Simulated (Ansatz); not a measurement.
Species: C$_{6}$H$_{13}$, charge 0, multiplicity 2. It need not be the lowest isomer of its formula. SMILES: [CH2]C(CC)CC
Coordinates optimised at B3LYP-D3(BJ)/def2-TZVP (Ansatz, an electronic-structure program):
```
C
H 1 1.0977
C 1 1.4888 2 108.51
H 3 1.0806 1 122.05 2 26.36
H 3 1.0836 4 117.63 1 -172.81
C 1 1.5374 2 108.03 3 -121.16
H 6 1.0939 1 108.70 2 -66.57
H 6 1.0955 7 106.27 1 116.67
C 6 1.5255 7 109.53 8 118.51
H 9 1.0915 6 111.22 7 -178.23
H 9 1.0916 10 107.99 6 -122.36
H 9 1.0929 10 107.52 11 -116.04
C 1 1.5490 2 106.74 3 120.50
H 13 1.0945 1 108.58 2 -179.87
H 13 1.0946 14 106.54 1 116.10
C 13 1.5248 14 109.86 15 118.58
H 16 1.0912 13 111.36 14 59.94
H 16 1.0915 17 107.82 13 122.13
H 16 1.0931 17 107.70 18 115.96
```
Charge 0, spin multiplicity 2.

Property: atomisation energy (electronic, to ground-state atoms), in kcal/mol. Correlated levels leave the core frozen unless marked. Open shells are spin-unrestricted. Spin-orbit coupling is left out. Non-relativistic. The coupled-cluster limit lacks core correlation, which all-electron functionals hold. CBS(X,Y): correlation extrapolated as X^-3; Hartree-Fock from the larger set. The bracket is a focal-point correction in the basis named.

| level | program | atomisation energy (kcal/mol) |
|---|---|---|
| HF/6-31G | Ansatz | 1315.2 |
| PBE0/STO-3G | Ansatz | 2157.7 |
| BHLYP/def2-TZVPD | Ansatz | 1738.2 |
| MP2/6-31G | Ansatz | 1560.3 |

Task: Estimate the value at RI-MP2/CBS(cc-pVTZ,cc-pVQZ)+[CCSD(T)-MP2]/cc-pVTZ as computed with Ansatz.

Result: 1781.0 kcal/mol, so MP2/6-31G differs from it by -220.7 kcal/mol.
